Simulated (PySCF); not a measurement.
One molecule, a ladder of functionals, a line

Molecule: SMILES C=CO[SiH2]Cl, C2H5ClOSi.

Geometry (Å), atoms numbered from 1 in this order:
```xyz
10

C     0.2220    2.2638    1.7487
C     0.7214    2.1242    0.5200
O     2.0057    1.8359    0.1990
Si    3.1766    1.1642    1.1735
Cl    3.8113    2.5025    2.6074
H     0.8384    2.1826    2.6477
H    -0.8374    2.4915    1.8717
H     0.1020    2.2450   -0.3747
H     2.6248   -0.0233    1.8755
H     4.3146    0.8626    0.2774
```

GIAO shieldings (ppm, equivalent atoms averaged) in PySCF on the PBE0-D3(BJ)/def2-SVP geometry, basis pcSseg-2, gas phase, non-relativistic:

```csv
functional,exact exchange (%),σ(O3),σ(Si4),σ(Cl5)
BLYP,0,163.7,337.1,853.2
BP86,0,167.9,343.8,861.3
PBE,0,166.2,344.4,860.6
PBE0,25,186.2,361.1,889.6
mPW1PW91,25,186.6,360.4,889.8
BHandHLYP,50,201.3,371.0,905.4
HF,100,232.3,411.3,947.6
```

Q: Fit each shielding as a line in the percentage of exact exchange.

A: σ(O3) = 167.3 + 0.67 x (rms 2.1 ppm); σ(Si4) = 341.9 + 0.68 x (rms 3.1 ppm); σ(Cl5) = 861.3 + 0.89 x (rms 4.6 ppm). The functionals also differ in their semilocal parts, which the line can't hold; Hartree–Fock has no correlation at all.

Q: What does the line predict for B3LYP (20 %), and what does the run give?

A: σ(O3): 180.7 predicted, 180.1 computed; σ(Si4): 355.5 predicted, 350.1 computed; σ(Cl5): 879.1 predicted, 876.6 computed ppm.
